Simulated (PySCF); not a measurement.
Compound: C4H12NSi2 (doublet state).
Structure used (GFN2-xTB), in Å, numbered top down from 1:
```
atom  x, y, z in Å
C1    -2.1796    1.0499   -1.3205
Si2   -1.0383    1.0239    0.1965
N3    -0.0926   -0.4447    0.2633
Si4   -0.7745   -2.0289    0.0876
C5     1.3230   -0.3754    0.4295
C6     1.9594    0.7002    1.2543
C7     2.1349    0.6913   -0.2386
H8    -2.8387    0.1842   -1.3072
H9    -1.6273    1.0287   -2.2558
H10   -2.7999    1.9407   -1.3183
H11   -1.7729    1.1734    1.4628
H12   -2.2213   -1.8670    0.1938
H13   -0.2675   -2.8779    1.1688
H14   -0.4044   -2.6036   -1.2112
H15    1.7784   -1.3572    0.4866
H16    2.8051    0.4458    1.8749
H17    1.3085    1.4527    1.6736
H18    1.5958    1.4381   -0.8038
H19    3.1021    0.4349   -0.6437
```

The hyperfine couplings belong to this conformer and change with its torsions.

As a line formula: `C[SiH]N([SiH3])C1CC1` [radical].

Method used: UKS B3LYP, pcH-1 on C H N Si, non-relativistic, mean-field spin-orbit, GIAO in PySCF 2.14.0. Geometry: GFN2-xTB, one conformer, isolated molecule. The geometry wasn't refined by DFT: couplings that depend on bond lengths, twists or pyramidal angles can differ widely from those at the functional's own minimum, by a factor of two or more for some ions and for spin on atoms past the first row. Stability of the SCF solution: not tested.

(1) The isotropic 13C couplings, averaged over equivalent nuclei, are +22.2, +13.4, +9.4 MHz. Assign them to C1; C5; C6/C7.

(2) Match the computed a_iso(29Si) values -510.2, -31.3 MHz with the sites Si2; Si4.

## Answers

(1) 
| site | a_iso (MHz) | ρ(0) (bohr⁻³) | position | distance from Si2 (Å) | spin population | largest \|T\| (MHz) |
| --- | --- | --- | --- | --- | --- | --- |
| C1 | +22.2 | +0.0197 | 1 bond from Si2 | 1.90 | 0.00 | 7.9 |
| C5 | +13.4 | +0.0119 | 2 bonds from Si2 | 2.75 | 0.00 | 1.7 |
| C6/C7 | +9.4 | +0.0083 | 3 bonds from Si2 | 3.21 | +0.01 | 2.5 |

(2) 
```json
{"site": "Si2", "a_iso (MHz)": "-510.2", "ρ(0) (bohr⁻³)": "+0.5753", "position": "largest spin population", "distance from Si2 (Å)": "0.00", "spin population": "+0.92", "largest |T| (MHz)": "170.1"}
{"site": "Si4", "a_iso (MHz)": "-31.3", "ρ(0) (bohr⁻³)": "+0.0353", "position": "2 bonds from Si2", "distance from Si2 (Å)": "3.07", "spin population": "+0.01", "largest |T| (MHz)": "4.5"}
```

ρ(0) is the spin density at the nucleus and T the dipolar tensor; a_iso includes a spin–orbit part; entries for several nuclei are means. The largest Mulliken spin population is on Si2 (+0.92). The angles at Si2 add up to 333.1°, so it is pyramidal.

Class means assume fast exchange of nuclei equivalent by connectivity; if that motion is slow, each nucleus keeps its own coupling. The three 1H nuclei of mean +21.9 MHz run from -0.4 to 60.2 MHz in the frozen geometry. The three 1H nuclei of mean +4.0 MHz run from 0.8 to 9.6 MHz in the frozen geometry. The 13C value of +9.4 MHz is a mean of couplings from 6.8 to 11.9 MHz in this one geometry, not an average over conformers.
